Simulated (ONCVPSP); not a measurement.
## u(r) = r·R(r): atom against pseudo-atom (Zr (Z = 40))

Columns: radius, all-electron u(r) and pseudo u(r) of the 4p shell (level -32.51 eV) of zirconium in the configuration [Ar] 3d10 4s2 4p6 4d2 5s2; LDA (Perdew-Wang 92), scalar-relativistic, ONCV scheme, ONCVPSP 4.0.1.

```tsv
r (bohr)	all-electron	pseudo
0.148	0.1135	0.0316
0.295	-0.4671	0.1288
0.443	-0.3532	0.2818
0.590	0.0792	0.4531
0.738	0.4962	0.6206
0.885	0.7788	0.7783
1.033	0.9252	0.9054
1.180	0.9644	0.9589
1.328	0.9329	0.9328
1.475	0.8607	0.8607
1.623	0.7684	0.7684
1.770	0.6709	0.6709
1.918	0.5754	0.5754
2.065	0.4879	0.4879
2.213	0.4092	0.4092
2.360	0.3411	0.3411
2.508	0.2822	0.2822
2.655	0.2327	0.2327
2.802	0.1912	0.1912
2.950	0.1563	0.1563
3.098	0.1275	0.1275
3.245	0.1039	0.1039
3.393	0.0844	0.0844
3.540	0.0685	0.0685
3.688	0.0554	0.0554
3.835	0.0449	0.0449
```

Problem. How many radial nodes do the two functions have?

Solution. The all-electron 4p function has n − l − 1 = 2; the pseudo-wave has 0, since the states of the same l below it are removed with the core.

Problem. At about which radius was the pseudo-wave matched?

Solution. 1.40 bohr, where the columns begin to agree (steps of 0.15 bohr).

Problem. Is the pseudo-wave norm-conserving?

Solution. Yes: the ONCV scheme keeps the norm inside the radius equal to the all-electron one, which fixes the energy derivative of the logarithmic derivative at the level.
